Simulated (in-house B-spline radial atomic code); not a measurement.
Radial electron density of Eu⁶⁺, [Kr] 4d9 4f5 5s2 5p4 9g1. Computed with a radial B-spline atomic code at the basis-set limit: Dirac-Hartree-Fock, average of configuration, Fermi nucleus of rms radius 5.1115 fm.

Columns: r (bohr), 4πr²n(r) (electrons per bohr), bar.

```
0.000886    3.198 #
 0.00114     4.85 ##
 0.00148    7.391 ###
 0.00191    11.02 ####
 0.00247    16.21 ######
 0.00319    23.32 #########
 0.00413    32.78 #############
 0.00533    44.35 ##################
 0.00689    57.56 #######################
 0.00891     70.7 ############################
  0.0115    81.02 ################################
  0.0149    85.79 ##################################
  0.0192    83.71 #################################
  0.0249    77.76 ###############################
  0.0321    75.84 ##############################
  0.0415    84.92 ##################################
  0.0536    101.9 ########################################
  0.0693    110.9 ############################################
  0.0896      100 ########################################
   0.116       84 #################################
    0.15    87.72 ###################################
   0.193    97.78 #######################################
    0.25    79.05 ###############################
   0.323    46.43 ##################
   0.418    40.81 ################
    0.54    46.13 ##################
   0.697     33.6 #############
   0.901    17.41 #######
    1.16     10.4 ####
    1.51     5.85 ##
    1.95    1.943 #
    2.51   0.3163 
    3.25  0.01582 
     4.2  0.02757 
    5.43  0.01132 
    7.02  0.03559 
    9.07 0.001566 
    11.7  0.06317 
    15.1  0.02693 
    19.6   0.1004 
    25.3 0.005816 
    32.7 1.33e-05 
    42.2 7.81e-10 
    54.5 1.397e-13
```

On this grid the curve has 8 maxima, near 0.0149, 0.0693, 0.193, 0.54, 4.2, 7.02, 11.7, 19.6 bohr.

The 4f5/2 radial function P(r) = rR(r), positive near the nucleus, with its small component Q(r) (sign convention: Q ≈ (P' + κP/r)/2c):

| r (bohr) | P | Q |
| --- | --- | --- |
| 0.0321 | 0.00222 | 0.001561 |
| 0.0536 | 0.01234 | 0.005098 |
| 0.0896 | 0.05879 | 0.01381 |
| 0.15 | 0.2221 | 0.02842 |
| 0.25 | 0.6 | 0.03992 |
| 0.418 | 1.069 | 0.03392 |
| 0.697 | 1.119 | 0.01473 |
| 1.16 | 0.631 | 0.002324 |
| 1.95 | 0.149 | -0.0002544 |
| 3.25 | 0.008712 | -4.458e-05 |
